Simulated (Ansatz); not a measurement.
Geometry optimisation, Ansatz 0.2.0, RKS PBE-D4/def2-SVP.

Input:

```yaml
crystal:
  periodic: [false, false, false]
  atoms:
    - { symbol: Al, position_ang: [0.08432, 0.535027, -0.446615] }
    - { symbol: O, position_ang: [-0.050123, -0.090541, 2.436527] }
    - { symbol: H, position_ang: [-1.006432, -0.231997, 2.578999] }
    - { symbol: F, position_ang: [1.494383, -0.131831, -1.021962] }
    - { symbol: F, position_ang: [-1.39628, -0.163953, -0.746657] }
    - { symbol: Br, position_ang: [0.109223, 2.725843, 0.456916] }
    - { symbol: H, position_ang: [0.036109, 0.896352, 2.512991] }
basis:
  gaussian: { orbitals: def2-SVP }
hamiltonian:
  xc: pbe
  dispersion: d4
relax:
  f_tol: 0.03
  max_steps: 50
```

Command:

```bash
$ ansatz run input.yaml --threads 2 --pin off --max-ram 3072MiB --backend cpu --events-out ev --progress --plain --runs-dir out
```

**Question.** Where does it end, and by what steps?

**Answer.** It converged. After 10 steps the energy has fallen by 0.977 eV; H3 moved furthest, 0.57 Å. Joined: Al1–O2 (2.95 → 1.97 Å).

```csv
step,energy less start (eV),largest force component (eV/Å),accepted
0,0.0000,1.231,yes
1,-0.3049,1.049,yes
2,-0.5896,1.186,yes
3,-0.8612,1.172,yes
4,-0.9370,0.628,yes
5,-0.9617,0.194,yes
6,-0.9721,0.132,yes
7,-0.9751,0.119,yes
8,-0.9765,0.044,yes
9,-0.9771,0.035,yes
10,-0.9774,0.021,yes
```

```xyz
7
Properties=species:S:1:pos:R:3
Al 0.053 0.558 0.006
O 0.000 0.038 1.908
H -0.860 -0.412 2.053
F 1.401 -0.195 -0.638
F -1.451 -0.126 -0.327
Br 0.141 2.819 0.317
H -0.012 0.856 2.452
```

Whether the end is a true minimum wasn't checked by a vibrational analysis.

Time of the run: 22 s on 2 threads of Arm Neoverse V1 (shared host), peak memory 0.15 GiB.
